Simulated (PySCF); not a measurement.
## Electron correlation in Ta⁻ (tantalum, charge -1)

[Xe] 4f14 5d4 6s2, high-spin 5D determinant. Computed with PySCF 2.14 in def2-TZVPPD with the def2 core potential (60 electrons) (6s5p3d2f1g, 59 functions), with a scalar-relativistic core potential. Frozen: 5s2 5p6; 6 electrons correlated.

```tsv
level	correlation energy (mhartree)
CCSD	-110.42
(T)	-7.89
CCSD(T)	-118.31
```

Diagnostics: T1 = 0.035, D1 = 0.1063, largest double amplitude 0.059.

Spin-orbit coupling, absent here, splits the open shell strongly. T1 exceeds 0.03, a sign that the reference determinant is poor.

Cost of the coupled-cluster step: roughly 4 core-seconds, for 6 correlated electrons.
